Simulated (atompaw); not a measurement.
## u(r) = r·R(r): atom against pseudo-atom (zirconium)

Columns: radius, all-electron u(r) and pseudo u(r) of the 4p shell (level -30.58 eV) of zirconium in the configuration [Ar] 3d10 4s2 4p6 4d3 5s1 5p0; LDA (PW92), scalar-relativistic, PAW (atompaw) scheme, atompaw 4.2.0.5.

```
r (bohr)  all-electron  pseudo
   0.108        0.2764  0.0215
   0.215       -0.2228  0.0831
   0.323       -0.4911  0.1799
   0.431       -0.3787  0.3023
   0.538       -0.0831  0.4375
   0.646        0.2469  0.5757
   0.754        0.5301  0.7038
   0.862        0.7390  0.8115
   0.969        0.8716  0.8907
   1.077        0.9409  0.9388
   1.185        0.9596  0.9544
   1.292        0.9418  0.9401
   1.400        0.8990  0.9011
   1.508        0.8406  0.8442
   1.615        0.7745  0.7772
   1.723        0.7044  0.7055
   1.831        0.6345  0.6347
   1.938        0.5678  0.5678
   2.046        0.5044  0.5044
   2.154        0.4457  0.4457
   2.262        0.3922  0.3922
   2.369        0.3443  0.3443
   2.477        0.3010  0.3010
   2.585        0.2624  0.2624
   2.692        0.2287  0.2287
   2.800        0.1986  0.1986
```

Q: How many radial nodes do the two functions have?

A: The all-electron 4p function has n − l − 1 = 2; the pseudo-wave has 0, since the states of the same l below it are removed with the core.

Q: At about which radius was the pseudo-wave matched?

A: 1.90 bohr, where the columns begin to agree (steps of 0.11 bohr).

Q: Is the pseudo-wave norm-conserving?

A: No, it belongs to a PAW set: the norm inside the radius is not constrained, and the difference is carried by the augmentation charge.
